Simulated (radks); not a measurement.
Results of a calculation; reference values are marked as such.
All-electron atom: Cd V in [Kr] 4d8. Level of theory: scalar-relativistic Kohn-Sham, PBEsol, spin-polarised, spherical densities, finite nucleus; open shells are filled with parallel spins first (spin-orbit coupling, left out, can overturn this in heavy ions); Fermi nuclear charge, rms radius 4.6087 fm (a radial shooting solver on a logarithmic mesh with Libxc functionals).

Local quantities along the radius. ELF = 1/(1 + alpha^2) is the electron localisation function; alpha = (tau - tau_W)/tau_unif compares the Pauli kinetic energy density with that of the uniform gas (summed over spins). tau is taken from the large components.

```
   r/bohr * ELF (the largest magnitude, 0.999, reaches the edge; | marks zero)
 0.001384 |                                                      *
 0.001831 |                                                      *
 0.002403 |                                                      *
 0.003179 |                                                      *
 0.004207 |                                                      *
 0.005566 |                                                      *
 0.007364 |                                                      *
 0.009666 |                                                      *
  0.01279 |                                                      *
  0.01692 |                                                     *
  0.02239 |                                                 *
  0.02963 |                                   *
  0.03889 |                   *
  0.05145 |                  *
  0.06808 |                               *
  0.09007 |                                        *
   0.1182 |                                    *
   0.1564 |                   *
    0.207 |                    *
   0.2739 |                                      *
   0.3624 |                                        *
   0.4756 |                   *
   0.6293 |             *
   0.8327 |                                       *
    1.102 |                                        *
    1.458 |                          *
    1.913 |        *
    2.532 |*
     3.35 *
    4.432 *
```

On this mesh the ELF has minima near r = 0.045, 0.18, 0.55 bohr, which separate the shells, and maxima near 0.090 (0.75), 0.31 (0.77), 0.95 (0.77).
